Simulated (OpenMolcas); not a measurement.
What dynamic correlation does to the levels of Ar II

```json
{
 "Program": "OpenMolcas 26.06",
 "Basis": "ANO-RCC-VTZP [5s4p2d1f]",
 "Scalar Hamiltonian": "DKH2, point nucleus",
 "Active space": "7 electrons in 9 orbitals (RAS2 3s 3p; RAS3 3d, at most 2 electrons)",
 "State averaging": "2S+1 = 2 odd, 3 roots; 2S+1 = 2 even, 1 root",
 "Spin-orbit coupling": "state interaction with AMFI integrals over the reference wave functions, term energies averaged over their components"
}
```

Methods on the same reference wave functions:
A. RASSCF
B. SS-RASPT2, IPEA 0.25 Eh, imaginary shift 0.1 Eh (closed shells correlated: 2s 2p)
C. XMS-RASPT2, IPEA 0.25 Eh, imaginary shift 0.1 Eh (closed shells correlated: 2s 2p)

Energies in cm⁻¹ above 3s² 3p⁵ ²P°_3/2, the measured ground level; measured values from NIST Handbook of Basic Atomic Spectroscopic Data.

```json
{"Level": "3s² 3p⁵ ²P°_3/2", "A": "0.0", "B": "0.0", "C": "0.0", "Measured": "0.0"}
{"Level": "3s² 3p⁵ ²P°_1/2", "A": "1268", "B": "1268", "C": "1268", "Measured": "1432"}
{"Level": "3s 3p⁶ ²S_1/2", "A": "114605", "B": "114770", "C": "114980", "Measured": "108722"}
```

Deviations, from unrounded energies. A percentage is the sum of absolute deviations over the sum of measured energies, with the sign that they share, or ± where signs differ.

```json
{"Against measurement": "mean absolute deviation (cm-1)", "Levels": "2", "A": "3000", "B": "3100", "C": "3200"}
{"Against measurement": "fine structure of the ground term (%)", "Levels": "1", "A": "-11.4", "B": "-11.4", "C": "-11.4"}
{"Against measurement": "other configurations (%)", "Levels": "1", "A": "+5.4", "B": "+5.6", "C": "+5.8"}
```

A, B lie about equally close to measurement and C furthest from it. The largest miss of A in the table is 3s 3p⁶ ²S_1/2, by +5900 cm-1. The ranking rests on the paired levels alone, and a cruder setting can come out closer through cancelling errors.

Between B and C the level of the table that moves most is 3s 3p⁶ ²S_1/2, by 220 cm-1 (lowest in B, highest in C). Moves below CASPT2's spread within the term are not significant.

The lowest spin-free term lies below A's lowest term by 0.107 hartree in B, 0.108 hartree in C.

CASPT2 breaks the degeneracy within a term, and the mean is taken; among the terms shown or strongly mixed into the levels shown the widest spread is 48 cm-1 (3s² 3p⁵ ²P°, C). Active for correlation alone: 3d; no level in the range computed is led by a configuration that fills it, so any true level of that kind is missing. Some terms mix strongly with configurations of 3d, whose occupation reaches 0.30 (3s 3p⁶ ²S). Without dynamic correlation excited terms often stand tens of per cent too high (terms of higher spin than the ground term too low), and those without a measured partner can miss by more than the paired ones (holds for A). Measured partners are found by configuration, term and J. A level has none where our copy of the source lacks it or the pairing is in doubt (some pairs that miss far off the trend of their configuration count as doubtful), and it then counts in no deviation. Levels of configurations outside the active space are missing.

° marks odd parity.
